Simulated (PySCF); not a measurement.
Sb(SiH3)(TeH)2 (H5SbSiTe2), SMILES [TeH][Sb]([TeH])[SiH3].

The structure is a stationary point at PBE0-D3(BJ)/def2-SVP. The def2 effective core potentials stand for the cores of Sb, Te; spin–orbit coupling is left out.

Two levels are set side by side: TDA-PBE/def2-SVPD (PySCF) and TDA-LC-ωPBE/def2-SVPD (PySCF). Vertical, same geometry. The lowest singlet is HOMO→LUMO 92 % with PBE and HOMO→LUMO 67 %, HOMO−1→LUMO+1 22 % with the other functional; states are paired by order. Differences are taken from unrounded values.

```json
[
 {"quantity": "lowest singlet excitation (eV)", "TDA-LC-ωPBE": "3.55"},
 {"quantity": "lowest triplet excitation (TDA) (eV)", "TDA-LC-ωPBE": "3.03"},
 {"quantity": "first bright state (f over 0.05) (eV)", "TDA-LC-ωPBE": "5.11"},
 {"quantity": "its oscillator strength", "TDA-LC-ωPBE": "0.26"}
]
```

Question: What does TDA-PBE give, and how far is it from TDA-LC-ωPBE? (An estimate is asked for; the answer gives what the named calculation found.)

Answer: 
```json
[
 {"quantity": "lowest singlet excitation (eV)", "TDA-PBE": "2.92", "TDA-PBE minus TDA-LC-ωPBE": "-0.63"},
 {"quantity": "lowest triplet excitation (TDA) (eV)", "TDA-PBE": "2.41", "TDA-PBE minus TDA-LC-ωPBE": "-0.62"},
 {"quantity": "first bright state (f over 0.05) (eV)", "TDA-PBE": "3.78", "TDA-PBE minus TDA-LC-ωPBE": "-1.33"},
 {"quantity": "its oscillator strength", "TDA-PBE": "0.08", "TDA-PBE minus TDA-LC-ωPBE": "-0.18"}
]
```

A lower first singlet is the usual sign of a functional without exact exchange. Differences between two approximate levels are no errors against the true value.

Rough cost on one machine, each run with all the roots and properties that it gave: TDA-LC-ωPBE against TDA-PBE about 3 times.
